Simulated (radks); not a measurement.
Ne3+, configuration [He] 2s2 2p3 (the NIST ground configuration). All-electron calculation, non-relativistic Kohn-Sham, PBE, spin-polarised, spherical densities, point nucleus; open shells are filled with parallel spins first. Program: a radial shooting solver on a logarithmic mesh with Libxc functionals.

Unscreened Slater integrals over Kohn-Sham orbitals (eV). They are taken over the spin-up orbitals.

| integral | value |
|---|---|
| F0(2p,2p) | 33.499 |
| F2(2p,2p) | 15.557 |
| F0(2p,2s) | 32.117 |
| G1(2p,2s) | 19.305 |
| F0(2p,1s) | 46.817 |
| G1(2p,1s) | 6.2539 |
| F0(2s,2s) | 31.214 |
| F0(2s,1s) | 43.990 |
| G0(2s,1s) | 3.6167 |
| F0(1s,1s) | 161.92 |

Derived for the open shells (J is the average intra-shell exchange parameter used in DFT+U). 2p: J = F2/5 = 3.111 eV.
